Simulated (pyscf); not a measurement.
**`[OH][GeH2][PH2]`, singlet**

Gas-phase minimum from PySCF at ωB97X-D3(BJ)/def2-SVP, one conformer. 

```xyz
8

O     -0.7795     1.2965     0.5172
Ge    -1.4005    -0.2956     0.0037
P      0.3655    -1.6002    -0.7138
H     -0.2793     1.7439    -0.1749
H     -2.3848    -0.1378    -1.1731
H     -2.1119    -0.8336     1.2491
H      0.7088    -2.0509     0.5917
H     -0.4705    -2.7187    -0.9983
```

Bonded distances (Å): O1–Ge2 1.784, O1–H4 0.964, Ge2–P3 2.310, Ge2–H5 1.542, Ge2–H6 1.532, P3–H7 1.423, P3–H8 1.425. Bond angles (°): Ge2–O1–H4 112.8, O1–Ge2–P3 109.1, O1–Ge2–H5 110.5, O1–Ge2–H6 103.9, P3–Ge2–H5 108.0, P3–Ge2–H6 114.2, H5–Ge2–H6 111.1, Ge2–P3–H7 94.5, Ge2–P3–H8 93.3, H7–P3–H8 94.4.

Properties at ωB97X-D3(BJ)/def2-SVP:

```
Item                                                                                                                                                                                                                Result
---------------------------------------------------------------------------------------------------------------------  ---------------------------------------------------------------------------------------------------
Harmonic wavenumbers, unscaled                                                                                         117, 146, 229, 384, 442, 640, 670, 716, 748, 825, 882, 924, 1110, 2160, 2209, 2446, 2464, 3907 cm⁻¹
Zero-point energy                                                                                                                                                                                            30.1 kcal/mol
Rotational symmetry number                                                                                                                                                                                               1
Entropy of this conformer at 298 K and 1 atm, rigid rotor and harmonic oscillator, modes under 100 cm⁻¹ raised to 100                                                                                      323.9 J/(mol K)
Dipole moment                                                                                                                                                                                                       1.10 D
```

Single-point totals, which compare only within one level (frozen core for MP2 and CC):

```
level                   total energy (hartree)
----------------------  ----------------------
ωB97X-D3(BJ)/def2-TZVP             -2496.64624
PBE/def2-TZVP                      -2496.08888
r²SCAN/def2-TZVP                   -2496.57724
B3LYP-D3(BJ)/def2-TZVP             -2496.73197
PBE0-D3(BJ)/def2-TZVP              -2496.18113
M06-2X/def2-TZVP                   -2496.59853
ωB97M-D3(BJ)/def2-TZVP             -2496.72930
HF/def2-TZVPP                      -2493.94896
MP2/def2-TZVPP                     -2494.61187
CCSD/def2-TZVPP                    -2494.64281
CCSD(T)/def2-TZVPP                 -2494.66884
```

Soft torsions are taken as harmonic, which can shift the entropy by several J/(mol K). The CCSD(T) − MP2 part came from Ansatz, without density fitting, on the same reference. The frozen core leaves the outer d or s,p core shells of the metals and heavy elements correlated in the MP2 and CC values, and def2-TZVPP describes them poorly, so these totals are far from the basis limit. Elements up to Kr have no core potential and no relativistic terms here.
